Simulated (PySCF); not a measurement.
Compound: (H2Al-mu-SeH)2.
Bonds: Al1–Se4, Al1–Se8, Se4–Al5, Al5–Se8. Hydrogens: H2, H3 on Al1; H9 on Se4; H6, H7 on Al5; H10 on Se8.

Computed by this run: PySCF, PBE0-D3(BJ)/def2-SVP geometry optimisation, gas phase; density fitting, grid level 1; the optimiser is geomeTRIC in internal coordinates, started from a GFN2-xTB structure with every atom displaced at random (about 0.03 Å).

Step 4: E = -143952.0820 eV
```
atom  x, y, z in Å  |  force x, y, z in eV/Å
Al1    -0.5665   -1.2508    0.9825    0.036  -0.091   0.003
H2     -2.1254   -1.0334    1.1842    0.002  -0.020   0.022
H3      0.3316   -2.4251    1.5707   -0.038   0.078  -0.034
Se4     0.5700    0.9116    1.5669   -0.001   0.060   0.019
Al5     1.1090    0.9423   -0.8921   -0.043  -0.070   0.001
H6      0.3488    2.1655   -1.5551    0.005   0.006  -0.004
H7      2.6490    0.5882   -1.0006    0.006  -0.007   0.005
Se8    -0.1263   -1.1774   -1.4948    0.005   0.028   0.007
H9     -0.6698    1.6949    1.4297    0.024  -0.003  -0.019
H10    -1.3958   -0.4925   -1.7872    0.004   0.020  -0.001
```

Step 5: E = -143952.0861 eV
```
atom  x, y, z in Å  |  force x, y, z in eV/Å
Al1    -0.5706   -1.2572    0.9841   -0.010   0.026  -0.021
H2     -2.1305   -1.0845    1.2177    0.006  -0.008   0.012
H3      0.3675   -2.4017    1.5454    0.023  -0.009   0.011
Se4     0.5501    0.9213    1.5616    0.013   0.035   0.042
Al5     1.1107    0.9385   -0.8895   -0.019  -0.065   0.008
H6      0.3812    2.1721   -1.5671    0.002   0.005  -0.006
H7      2.6452    0.5533   -0.9773    0.002   0.000   0.001
Se8    -0.1440   -1.1647   -1.4909   -0.016   0.004  -0.037
H9     -0.6785    1.7188    1.4189   -0.008  -0.006  -0.028
H10    -1.4063   -0.4728   -1.7986    0.007   0.018   0.019
```

Step 6: E = -143952.0895 eV
```
atom  x, y, z in Å  |  force x, y, z in eV/Å
Al1    -0.5695   -1.2618    0.9840   -0.042   0.101  -0.025
H2     -2.1282   -1.1335    1.2495    0.006   0.000   0.002
H3      0.4079   -2.3779    1.5207    0.065  -0.062   0.032
Se4     0.5269    0.9346    1.5581    0.011   0.012   0.048
Al5     1.1129    0.9285   -0.8847    0.011  -0.032   0.008
H6      0.4151    2.1728   -1.5766    0.001   0.002  -0.007
H7      2.6417    0.5154   -0.9510   -0.002   0.001  -0.002
Se8    -0.1668   -1.1499   -1.4919   -0.018  -0.033  -0.054
H9     -0.6964    1.7357    1.3959   -0.022  -0.012  -0.030
H10    -1.4189   -0.4408   -1.7995   -0.009   0.021   0.028
```

Problem. Estimate the geometry and energy of step 7. (The exact step hangs on the optimiser's Hessian estimate; all steps are aligned on step 6, rigid shifts and turns removed.)

Solution. E = -143952.0942 eV, largest force 0.162 eV/Å
```
atom  x, y, z in Å  |  force x, y, z in eV/Å
Al1    -0.5618   -1.2658    0.9824   -0.065   0.148  -0.011
H2     -2.1145   -1.2145    1.3005    0.000   0.011  -0.009
H3      0.4836   -2.3352    1.4764    0.091  -0.094   0.039
Se4     0.4819    0.9605    1.5530    0.009  -0.020   0.047
Al5     1.1186    0.9066   -0.8742    0.049   0.034   0.002
H6      0.4792    2.1687   -1.5912    0.001  -0.002  -0.007
H7      2.6355    0.4459   -0.9015   -0.010  -0.002  -0.004
Se8    -0.2125   -1.1226   -1.4972   -0.027  -0.072  -0.068
H9     -0.7392    1.7533    1.3423   -0.035  -0.015  -0.027
H10    -1.4461   -0.3737   -1.7860   -0.013   0.012   0.037
```

The energy changes by -0.0047 eV. The first-order estimate −F·Δx gives -0.0054 eV and the mean of the old and new forces, exact on a quadratic surface, -0.0034 eV. The step makes an angle of 82° with the force vector and moves no atom by more than 0.098 Å.

What follows is the cost of the whole optimisation. Hardware: one thread of an Arm Neoverse V1, shared host with 32 logical CPUs at a one-minute load of 11. Cost: 2.4 min of wall time, 0.52 GiB resident at most.
